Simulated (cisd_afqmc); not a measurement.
System: SrF, charge 1, singlet. SrF+ (SMILES [Sr+][F]).
B3LYP-D3(BJ)/def2-TZVP minimum from Ansatz:
```
Sr
F 1 2.0189
```
Charge +1, spin multiplicity 1.

Phaseless AFQMC (cisd_afqmc on Ansatz's integrals) in def2-TZVPP, frozen core: how the trial state and the time step act. The spread is the standard deviation of the local energy over walkers; bars are one sigma, widened where a walk drifts.

```json
[
 {"trial": "CISD", "step (1/Eh)": "0.005", "walkers x blocks averaged": "39100", "spread (Eh)": "0.029", "energy (Eh)": "-129.9994 ± 0.0004"},
 {"trial": "CISD", "step (1/Eh)": "0.0025", "walkers x blocks averaged": "35700", "spread (Eh)": "0.030", "energy (Eh)": "-129.9998 ± 0.0004"},
 {"trial": "HF", "step (1/Eh)": "0.005", "walkers x blocks averaged": "1413400", "spread (Eh)": "0.256", "energy (Eh)": "-130.0046 ± 0.0005"}
]
```

At a given step the bar falls as the inverse root of the samples and grows with the spread.

CCSDT(Q) in the same basis (Ansatz) gives -129.9997 Eh.
